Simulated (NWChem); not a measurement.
Program: NWChem. System: CH$_{6}$N, charge 0, spin multiplicity 2, at the geometry of a parent with another charge or spin, in a state set for the comparison that need not be this species' ground state. Its SCF solution wasn't tested for a lower state. Level: ULC-wPBE (omega 0.3 per bohr)/def2-TZVPD.

The NWChem input:

```
start mol
memory heap 200 mb stack 900 mb global 1100 mb
geometry units angstroms nocenter noautoz
  C      0.788807     0.047506     0.000000
  N     -0.700276    -0.042174     0.000000
  H      1.110112     0.586811     0.898941
  H      1.110112     0.586811    -0.898941
  H      1.203723    -0.967397     0.000000
  H     -1.056261    -0.541660     0.826488
  H     -1.056261    -0.541660    -0.826488
  H     -1.142336     0.887276     0.000000
  symmetry group Cs
end
basis spherical
  * library def2-tzvpd
end
dft
  xc xwpbe 1.00 cpbe96 1.0 hfexch 1.00
  cam 0.3 cam_alpha 0.00 cam_beta 1.00
  odft
  mult 2
  direct
  iterations 100
end
task dft energy
```

Output (cleaned and shortened):

```
             Northwest Computational Chemistry Package (NWChem) 7.3.0
             --------------------------------------------------------

                                NWChem Input Module
                                -------------------

 Scaling coordinates for geometry "geometry" by  1.889725989
 (inverse scale =  0.529177249)

 Turning off AUTOSYM since
 SYMMETRY directive was detected!

                             Geometry "geometry" -> ""
                             -------------------------

 Output coordinates in angstroms (scale by  1.889725989 to convert to a.u.)

  No.       Tag          Charge          X              Y              Z
 ---- ---------------- ---------- -------------- -------------- --------------
    1 C                    6.0000     0.78880700     0.04750600     0.00000000
    2 N                    7.0000    -0.70027600    -0.04217400     0.00000000
    3 H                    1.0000     1.11011200     0.58681100     0.89894100
    4 H                    1.0000     1.11011200     0.58681100    -0.89894100
    5 H                    1.0000     1.20372300    -0.96739700     0.00000000
    6 H                    1.0000    -1.05626100    -0.54166000     0.82648800
    7 H                    1.0000    -1.05626100    -0.54166000    -0.82648800
    8 H                    1.0000    -1.14233600     0.88727600     0.00000000

 Effective nuclear repulsion energy (a.u.)      47.8295095773

            Nuclear Dipole moment (a.u.)
            ----------------------------
        X                 Y               Z
 ---------------- ---------------- ----------------
    -0.0000018897    -0.0000018897     0.0000000000

      Symmetry information
      --------------------

 Group name             Cs
 Group number              2
 Group order               2
 No. of unique centers     6

      Symmetry unique atoms

     1    2    3    5    6    8


 Summary of "ao basis" -> "" (spherical)
 ------------------------------------------------------------------------------
       Tag                 Description            Shells   Functions and Types
 ---------------- ------------------------------  ------  ---------------------
 *                         def2-tzvpd                 on all atoms

  pbe96 is a nonlocal functional; adding pw91lda local functional.

                                 NWChem DFT Module
                                 -----------------

 Summary of "ao basis" -> "ao basis" (spherical)
 ------------------------------------------------------------------------------
       Tag                 Description            Shells   Functions and Types
 ---------------- ------------------------------  ------  ---------------------
 C                         def2-tzvpd               13       37   6s3p3d1f
 N                         def2-tzvpd               13       37   6s3p3d1f
 H                         def2-tzvpd                5        9   3s2p

 Summary of "ao basis" -> "ao basis" (spherical)
 ------------------------------------------------------------------------------
       Tag                 Description            Shells   Functions and Types
 ---------------- ------------------------------  ------  ---------------------
 C                         def2-tzvpd               13       37   6s3p3d1f
 N                         def2-tzvpd               13       37   6s3p3d1f
 H                         def2-tzvpd                5        9   3s2p

      Symmetry analysis of basis
      --------------------------
[...]
              MO Center= -5.2D-01, -3.1D-02, -1.6D-13, r^2= 8.2D+00
   Bfn.  Coefficient  Atom+Function         Bfn.  Coefficient  Atom+Function
  ----- ------------  ---------------      ----- ------------  ---------------
     5      4.257561  1 C  s                 43      2.992676  2 N  s
    77     -1.815729  3 H  s                 86     -1.815729  4 H  s
    95     -1.815666  5 H  s                104     -1.425675  6 H  s
   113     -1.425675  7 H  s                122     -1.425675  8 H  s
     6      1.401865  1 C  s                 42      1.293425  2 N  s

 Vector   11  Occ=0.000000D+00  E= 6.626022D-02  Symmetry=a'
              MO Center=  1.0D+00,  6.1D-02, -1.4D-16, r^2= 1.0D+01
   Bfn.  Coefficient  Atom+Function         Bfn.  Coefficient  Atom+Function
  ----- ------------  ---------------      ----- ------------  ---------------
    43      7.288265  2 N  s                  6     -3.848255  1 C  s
     5     -3.062727  1 C  s                104     -1.714461  6 H  s
   113     -1.714461  7 H  s                122     -1.714624  8 H  s
    42      1.358149  2 N  s                 77      1.100937  3 H  s
    86      1.100937  4 H  s                 95      1.101036  5 H  s

 Vector   12  Occ=0.000000D+00  E= 1.000708D-01  Symmetry=a'
              MO Center= -4.7D-01,  1.3D-01,  2.8D-16, r^2= 8.6D+00
   Bfn.  Coefficient  Atom+Function         Bfn.  Coefficient  Atom+Function
  ----- ------------  ---------------      ----- ------------  ---------------
   122      4.601804  8 H  s                 95     -4.025780  5 H  s
   104     -2.300880  6 H  s                113     -2.300880  7 H  s
    14     -2.250296  1 C  py                77      2.013001  3 H  s
    86      2.013001  4 H  s                127     -1.936758  8 H  py
   100     -1.012788  5 H  py                28     -0.965960  1 C  d  0

   alpha - beta orbital overlaps
   -----------------------------

   alpha      1      2      3      4      5      6      7      8      9     10
    beta      1      2      3      4      5      6      7      8      9     10
 overlap   1.000  1.000  1.000  1.000  1.000  1.000  1.000  1.000  1.000  0.944

   alpha     11     12     13     14     15     16     17     18     19     20
    beta     11     12     13     16     14     15     17     18     19     21
 overlap   0.943  0.987  0.987  0.993  0.991  0.991  0.992  0.992  0.996  0.998

   alpha     21     22     23     24     25     26     27     28     29     30
    beta     20     22     23     24     25     26     27     28     29     30
 overlap   0.998  0.887  0.999  0.999  0.887  0.986  0.986  0.999  0.991  0.986

   alpha     31     32     33     34     35     36     37     38     39     40
    beta     31     32     33     34     35     36     37     38     39     40
 overlap   0.986  0.901  0.900  0.999  0.999  0.999  1.000  1.000  1.000  0.999

   alpha     41     42     43     44     45     46     47     48     49     50
    beta     41     42     43     44     45     46     47     48     49     50
 overlap   0.999  1.000  0.999  0.999  1.000  1.000  1.000  1.000  1.000  1.000

   alpha     51     52     53     54     55     56     57     58     59     60
    beta     51     52     53     54     55     56     57     58     59     60
 overlap   0.998  1.000  1.000  0.998  1.000  1.000  1.000  1.000  1.000  1.000

   alpha     61     62     63     64     65     66     67     68     69     70
    beta     61     62     63     64     65     66     67     68     69     70
 overlap   1.000  1.000  1.000  1.000  1.000  1.000  1.000  1.000  1.000  1.000

   alpha     71     72     73     74     75     76     77     78     79     80
    beta     71     72     73     74     75     76     77     78     79     80
 overlap   1.000  1.000  1.000  1.000  1.000  1.000  1.000  1.000  1.000  1.000

   alpha     81     82     83     84     85     86     87     88     89     90
    beta     81     82     84     83     85     86     87     88     89     90
 overlap   0.999  0.999  1.000  1.000  1.000  1.000  1.000  1.000  1.000  1.000

   alpha     91     92     93     94     95     96     97     98     99    100
    beta     91     92     93     94     95     96     97     98     99    100
 overlap   1.000  1.000  1.000  1.000  0.998  0.998  1.000  1.000  1.000  1.000

   alpha    101    102    103    104    105    106    107    108    109    110
    beta    101    102    103    104    105    106    107    108    109    110
 overlap   1.000  1.000  1.000  1.000  1.000  1.000  1.000  1.000  1.000  1.000

   alpha    111    112    113    114    115    116    117    118    119    120
    beta    111    112    113    114    115    116    117    118    119    120
 overlap   1.000  1.000  1.000  1.000  1.000  1.000  1.000  1.000  1.000  1.000

   alpha    121    122    123    124    125    126    127    128
    beta    121    122    123    124    125    126    127    128
 overlap   1.000  1.000  1.000  1.000  1.000  1.000  1.000  1.000

     --------------------------
     Expectation value of S2:
     --------------------------
      <S2> =      0.7507 (Exact =     0.7500)

 center of mass
 --------------
 x =  -0.01001865 y =  -0.00060334 z =   0.00000000

 moments of inertia (a.u.)
 ------------------
          21.711148960396          -4.050879909423           0.000000000000
          -4.050879909423          88.728639002571           0.000000000000
           0.000000000000           0.000000000000          88.972751976826

     Multipole analysis of the density
     ---------------------------------

     L   x y z        total         alpha         beta         nuclear
     -   - - -        -----         -----         ----         -------
     0   0 0 0      0.000000    -10.000000     -9.000000     19.000000

     1   1 0 0      1.038173      1.647336     -0.609162     -0.000002
     1   0 1 0      0.062533      0.099225     -0.036690     -0.000002
     1   0 0 1      0.000000      0.000000      0.000000      0.000000

     2   2 0 0    -16.032145    -39.327906    -28.898760     52.194521
     2   1 1 0     -0.015316     -1.335870     -1.181504      2.502058
     2   1 0 1     -0.000000     -0.000000     -0.000000      0.000000
     2   0 2 0    -15.779094    -17.227869     -9.352240     10.801014
     2   0 1 1     -0.000000     -0.000000     -0.000000      0.000000
     2   0 0 2    -15.778172    -17.147311     -9.281041     10.650180

 Task  times  cpu:      227.4s     wall:      227.4s

 Total times  cpu:      227.4s     wall:      227.4s
```
